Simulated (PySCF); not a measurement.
## State search for KSn⁺

Unrestricted PBE0; K def2-SVP, Sn def2-SVP with ECP28; scalar-relativistic core potentials (PySCF 2.14). Outer shells of the fragments: K+ closed shells only; Sn 4d10 5s2 5p2.

Followed along the bond (rough minima from three points):

```csv
2Ms+1,unpaired,⟨S²⟩ at the start,R at minimum (Å),Te (eV)
3,"σ ↑, π ↑",2.00,3.92,0.00
1,"σ ↑, π ↓",1.01,3.97,0.28
1,none,0.00,3.85,0.62
3,π ↑↑,2.00,none in the scan,≤ 0.44
1,π ↑↓,1.01,none in the scan,≤ 0.74
```

Solutions found at the starting distance of 3.395 Å, counted from the lowest of them; the search is not exhaustive and high or unbound solutions are not listed, so other states can lie among these:

| 2Ms+1 | unpaired | term | E (eV) | ⟨S²⟩ | ⟨Lz²⟩ | μ (D) |
| --- | --- | --- | --- | --- | --- | --- |
| 3 | σ ↑, π ↑ | ³Π | 0.00 | 2.00 | 1.00 | -9.79 |
| 1 | σ ↑, π ↓ | mixed | 0.30 | 1.01 | 1.00 | -9.75 |
| 3 | π ↑↑ | ³Σ⁻ | 0.45 | 2.00 | 0.00 | -10.20 |
| 1 | none | ¹Σ⁺ | 0.66 | 0.00 | 0.00 | -8.92 |
| 1 | π ↑↓ | mixed | 0.74 | 1.01 | 2.01 | -10.13 |
| 1 | none | mixed | 1.58 | 0.00 | 2.00 | -9.84 |

A term symbol is given only where ⟨S²⟩ and ⟨Lz²⟩ are close to those of a pure state; real π, δ and φ orbitals otherwise mix terms. A positive dipole points towards Sn; it is taken about the centre of mass and depends on that origin.

Spin–orbit coupling is left out.
